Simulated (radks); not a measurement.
Effect of the nuclear size on the indium ion In+, [Kr] 4d10 5s2. Method: Dirac Kohn-Sham, relativistic LDA (MacDonald-Vosko exchange, VWN5 correlation), spin-unpolarised, spherical densities, finite nucleus; Fermi nuclear charge, rms radius 4.6156 fm; computed with a radial shooting solver on a logarithmic mesh with Libxc functionals. The rms radius is varied about that value; shifts are against it.

[
 {"rms radius (fm)": "4.034", "total energy shift (eV)": "-0.850", "density at nucleus (e/bohr^3)": "1.763e+05", "1s1/2 shift (meV)": "-355", "2s1/2 shift (meV)": "-40.3", "4s1/2 shift (meV)": "-1.46", "4p1/2 shift (meV)": "0.142", "5s1/2 shift (meV)": "-0.111"},
 {"rms radius (fm)": "4.4725", "total energy shift (eV)": "-0.218", "density at nucleus (e/bohr^3)": "1.736e+05", "1s1/2 shift (meV)": "-91.1", "2s1/2 shift (meV)": "-10.4", "4s1/2 shift (meV)": "-0.375", "4p1/2 shift (meV)": "0.037", "5s1/2 shift (meV)": "-0.028"},
 {"rms radius (fm)": "4.6156", "total energy shift (eV)": "0", "density at nucleus (e/bohr^3)": "1.728e+05", "1s1/2 shift (meV)": "0.000", "2s1/2 shift (meV)": "0.000", "4s1/2 shift (meV)": "0.000", "4p1/2 shift (meV)": "0.000", "5s1/2 shift (meV)": "0.000"},
 {"rms radius (fm)": "5.0449", "total energy shift (eV)": "0.690", "density at nucleus (e/bohr^3)": "1.706e+05", "1s1/2 shift (meV)": "288", "2s1/2 shift (meV)": "32.7", "4s1/2 shift (meV)": "1.19", "4p1/2 shift (meV)": "-0.115", "5s1/2 shift (meV)": "0.090"},
 {"rms radius (fm)": "5.1464", "total energy shift (eV)": "0.860", "density at nucleus (e/bohr^3)": "1.701e+05", "1s1/2 shift (meV)": "359", "2s1/2 shift (meV)": "40.8", "4s1/2 shift (meV)": "1.48", "4p1/2 shift (meV)": "-0.144", "5s1/2 shift (meV)": "0.112"}
]

Slopes of the eigenvalues against <r^2> in GHz/fm^2, as finite differences over the two radii next to the reference (eigenvalue slopes, not the field-shift constants of lines): 1s1/2 16800, 2s1/2 1910, 4s1/2 69.2, 4p1/2 -6.75, 5s1/2 5.24.
